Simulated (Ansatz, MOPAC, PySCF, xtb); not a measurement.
Spectroscopic constants of AgH, closed-shell singlet (the spin of the measured ground state). No spin–orbit coupling.

The constants come from a fifth-degree fit in 1/R (seven points, main isotopes). In def2 and cc sets the state is the lowest found near the PBE0 minimum, followed along R. The singlet is held restricted. HF and MP2 rows in def2 and cc sets belong to the determinant that coupled cluster picked by its CCSD energy.

Run with Ansatz (Gaussian basis) for Hartree–Fock, density functionals and correlated methods; MOPAC for PM6, PM7 (differences of heats of formation); PySCF for LANL2DZ rows; xtb for the GFN methods. Values without a source in brackets are computed. In def2 rows elements past Kr take small-core potentials, without spin–orbit coupling.

```
level                                r_e (Å)  ω_e (cm⁻¹)  B_e (cm⁻¹)  ω_e x_e (cm⁻¹)  D_e (eV)  dipole (D)
-----------------------------------  -------  ----------  ----------  --------------  --------  ----------
PM6                                    1.631        1999        6.34              26         -           -
PM7                                    1.636        1933        6.31              12         -           -
GFN1-xTB                               1.567        1886        6.88              43         -           -
HF/def2-TZVPP                          1.700        1600        5.84              24         -           -
HF/def2-QZVPP                          1.700        1598        5.84              24         -           -
SVWN5/def2-TZVPP                       1.579        1891        6.77              35      2.98        2.09
PBE/def2-TZVPP                         1.606        1788        6.55              34      2.45        2.36
BP86/LANL2DZ                           1.632        1733        6.34              32         -        2.64
r2SCAN/def2-TZVPP                      1.594        1842        6.65              34      2.49        2.62
B97M-V/def2-TZVPP                      1.636        1689        6.31              31      2.43        2.79
B3LYP/LANL2DZ                          1.645        1702        6.24              30         -        2.93
B3LYP/def2-TZVPP                       1.617        1761        6.45              32      2.39        2.68
PBE0/def2-TZVPP                        1.616        1774        6.46              31      2.28        2.86
BHLYP/def2-TZVPP                       1.635        1735        6.32              28      2.19        3.27
CAM-B3LYP/def2-TZVPP                   1.616        1794        6.47              29      2.39        2.99
wB97X-V/def2-TZVPP                     1.626        1778        6.39              28      2.40        3.32
wB97M-V/def2-TZVPP                     1.625        1767        6.39              29      2.50        3.23
B2PLYP/def2-TZVPP                      1.606        1808        6.55              32         -           -
MP2/def2-TZVPP                         1.569        1934        6.86              33         -           -
MP2/def2-QZVPP                         1.567        1922        6.88              32         -           -
MP2/CBS(def2-TZVPP, def2-QZVPP)        1.565        1914        6.89              31         -           -
SCS-MP2/def2-TZVPP                     1.589        1866        6.68              32         -           -
SCS-MP2/def2-QZVPP                     1.587        1853        6.70              31         -           -
CCSD/def2-TZVPP                        1.615        1774        6.47              35      2.30           -
CCSD/def2-QZVPP                        1.616        1754        6.47              33      2.32           -
CCSD(T)/def2-TZVPP                     1.606        1790        6.55              37      2.39           -
CCSD(T)/def2-QZVPP                     1.606        1774        6.55              35      2.41           -
CCSD(T)/CBS(def2-TZVPP, def2-QZVPP)    1.606        1761        6.54              34      2.41           -
```

D_e counts from each atom's lowest state at the same level, without counterpoise or zero-point energy.

Correlated levels freeze the inner cores; with def2 sets outer-core shells near the valence are correlated too. CBS: X⁻³ extrapolation of the correlation energy, Hartree–Fock from the larger set. Rows in LANL2DZ carry no dispersion term and start afresh at each structure. LANL2DZ brings its own core potentials from Na on. The state that PM6, PM7 reach isn't checked; PM7 holds dispersion and hydrogen-bond terms.

Measured for the ground state: r_e 1.6181 Å, ω_e 1759.9 cm-1, ω_e x_e 34.06 cm-1, B_e 6.449 cm-1, α_e 0.201 cm-1 [Huber and Herzberg (1979), NIST Chemistry WebBook]. D_0 2.059 ± 0.094 eV (a handbook's tabulated 298 K bond energy less 3RT/2; such tables hold older values) [Luo, bond dissociation energies, CRC Handbook].

Ansatz is a first-principles code.
